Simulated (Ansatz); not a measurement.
A single point on `CC1(Cl)CB1F`.

```yaml
crystal:
  periodic: [false, false, false]
  atoms:
    - {symbol: C, position_ang: [-0.137824, -1.399854, -0.248367]}
    - {symbol: C, position_ang: [0.209189, 0.050141, -0.390534]}
    - {symbol: Cl, position_ang: [1.561401, 0.339677, -1.509460]}
    - {symbol: C, position_ang: [0.268635, 0.942897, 0.904326]}
    - {symbol: B, position_ang: [-0.683340, 1.272486, -0.225669]}
    - {symbol: F, position_ang: [-1.541315, 2.098314, -0.759721]}
    - {symbol: H, position_ang: [-0.434862, -1.824348, -1.208892]}
    - {symbol: H, position_ang: [0.714366, -1.967287, 0.135910]}
    - {symbol: H, position_ang: [-0.973400, -1.520645, 0.446180]}
    - {symbol: H, position_ang: [1.164841, 1.530569, 1.084662]}
    - {symbol: H, position_ang: [-0.082293, 0.421051, 1.792066]}
basis:
  gaussian: {orbitals: def2-TZVPP}
hamiltonian: {xc: pbe}
correlation: {method: rpa}
```

```sh
$ ansatz run in.yaml --threads 4 --pin off --events-out ev --progress --plain
```

Shortened log:

```
Functional definition: PBE
1606 factors; integrals over basis functions are off by at most 1.1e-3 eV
mean field evaluation 1: about -19081.1030 eV, gradient 8.7e1 eV
mean field evaluation 2: about -19081.0966 eV, gradient 8.7e1 eV
mean field evaluation 4: about -19096.9832 eV, gradient 2.7e1 eV
mean field evaluation 8: about -19098.4414 eV, gradient 3.5e-1 eV
mean field evaluation 16: about -19098.4414 eV, gradient 1.9e-4 eV
mean field -19098.44139159 eV, -701.8547757523 hartree, gradient 3.5e-6 eV, S^2 0.000000; 0 other end points of the search recorded, 0 dependent functions left out
10 core orbitals not correlated: weight in the atoms' cores, before any rotation towards them, 1.000 or more for the frozen orbitals, at most 0.000 for the correlated occupied ones
reference -19053.02818124 eV, -700.1858710541 hartree; 17, 17 occupied and 240, 240 virtual orbitals, 1606 factors
Total energy: -19098.23218527 eV, -701.8470875618 hartree
```

It took 3.8 s on 4 threads of a server CPU on a shared host, with 0.72 GiB of host memory at the peak.
